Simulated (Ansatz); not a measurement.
A nudged elastic band was laid between two geometries of CH9OSbSi2 (14 atoms, charge 0, multiplicity 1).

The calculation used RHF/def2-SVP in Ansatz 0.2.0.

* movable images: 7
* climbing image: yes
* spring: 5.0 eV/Å²
* optimiser: quadratic models (default)
* start path: IDPP
* force threshold: 0.05 eV/Å
* iteration limit: 60
* end points: relaxed

Image 0:

```xyz
14
Properties=species:S:1:pos:R:3
O -2.089 -0.794 1.458
Si -0.475 -0.452 1.393
C 0.101 -0.121 -0.371
Si 1.945 -0.402 -0.671
Sb -0.522 1.873 -1.085
H -2.730 -0.140 1.232
H 0.210 -1.635 1.950
H -0.158 0.735 2.230
H -0.436 -0.844 -0.996
H 2.752 0.413 0.271
H 2.295 -1.831 -0.481
H 2.313 -0.006 -2.054
H -2.038 1.861 -0.300
H -1.182 1.315 -2.549
```

Image 8:

```xyz
14
Properties=species:S:1:pos:R:3
O -0.116 -1.649 1.928
Si -0.648 -0.177 1.387
C -0.155 0.132 -0.404
Si 1.467 -0.689 -0.922
Sb -0.143 2.296 -0.851
H -0.519 -2.450 1.631
H -0.016 0.823 2.272
H -2.123 -0.089 1.505
H -0.945 -0.287 -1.035
H 2.561 -0.317 0.006
H 1.328 -2.165 -0.944
H 1.851 -0.246 -2.287
H -1.547 2.646 0.050
H -1.009 2.143 -2.307
```

Question: What changes between the two ends?

Answer: No bond is made or broken. The dihedral O1–Si2–C3–Sb5 goes from 76 to -158°.

Question: Give the energies along the band, and the barrier.

Answer: The run converged. The highest image is number 4 of 0 to 8, 5.2 kJ/mol above the first end and 7.8 kJ/mol above the last; the last end lies 2.6 kJ/mol below the first. A vibrational analysis at the climbing image gives one clearly imaginary mode, 45i cm⁻¹: a first-order saddle point.

```
image  path coordinate (Å)  energy (kJ/mol)  dihedral O1–Si2–C3–Sb5 (°)
    0                 0.00              0.0                          76
    1                 0.73              1.3                          89
    2                 1.47              3.5                         103
    3                 2.20              5.1                         117
    4                 2.92              5.2                         131
    5                 3.86              4.1                         151
    6                 4.78              2.3                         169
    7                 5.71             -0.4                        -175
    8                 6.63             -2.6                        -158
```

Question: What is the geometry of the highest image?

Answer: 
```xyz
14
Properties=species:S:1:pos:R:3:forces:R:3
O -1.494 -1.625 1.545 0.01 -0.01 0.01
Si -0.446 -0.348 1.481 0.00 0.00 -0.01
C -0.017 0.095 -0.307 -0.01 0.00 0.00
Si 1.644 -0.598 -0.884 0.00 0.00 0.00
Sb -0.206 2.253 -0.720 0.01 0.00 0.02
H -2.414 -1.504 1.374 0.00 0.01 0.00
H 0.761 -0.762 2.223 0.00 0.00 0.00
H -1.049 0.826 2.165 0.00 0.00 0.00
H -0.784 -0.385 -0.922 0.00 0.00 0.00
H 2.755 0.026 -0.123 0.00 0.00 0.00
H 1.697 -2.066 -0.677 0.00 0.00 0.00
H 1.856 -0.316 -2.326 0.00 0.00 0.00
H -1.879 2.311 -0.403 0.00 0.00 -0.01
H -0.435 2.065 -2.396 0.00 0.00 0.00
```

Question: What are the harmonic wavenumbers there?

Answer: 45i, 103, 135, 142, 160, 166, 197, 245, 476, 591, 628, 654, 668, 741, 767, 862, 877, 894, 926, 933, 995, 1028, 1031, 1038, 1057, 1100, 1158, 2054, 2063, 2302, 2314, 2319, 2333, 2363, 3206, 4218 cm⁻¹.

Run time: 7.3 min on 2 threads of Arm Neoverse V1 (shared host), peak memory 0.38 GiB.
